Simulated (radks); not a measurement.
Values are calculated unless marked as measured or tabulated.
These are the eigenvalues of the occupied orbitals of an atom or ion with whole-number occupations (eV). Level of theory: scalar-relativistic Kohn-Sham, LDA (Slater exchange, Perdew-Wang correlation), spin-unpolarised, spherical densities, finite nucleus; Fermi nuclear charge, rms radius of each element as measured or else 0.836 A^(1/3) + 0.57 fm (a radial shooting solver on a logarithmic mesh with Libxc functionals).

orbital  eigenvalue
1s        -76033.48
2s        -13299.11
2p        -11561.54
3s        -3106.497
3p        -2598.168
3d        -2036.480
4s        -658.1851
4p        -491.3206
4d        -286.0317
5s         -93.5468
4f         -57.7106
5p         -50.5019
5d          -4.1784

Which element is it, and in what charge state? The configuration may be excited.

Answer. Z = 77, iridium, charge 0: Ir in [Xe] 4f14 5d9. The list shows which subshells hold electrons but not how many an open one holds; the 1s level, -2794.2 hartree, gives Z - s = 74.8 by -(Z - s)^2/2, which with screening and relativity narrows Z to a few neighbours, and the depths of the outer levels then fix element, charge and occupations together.
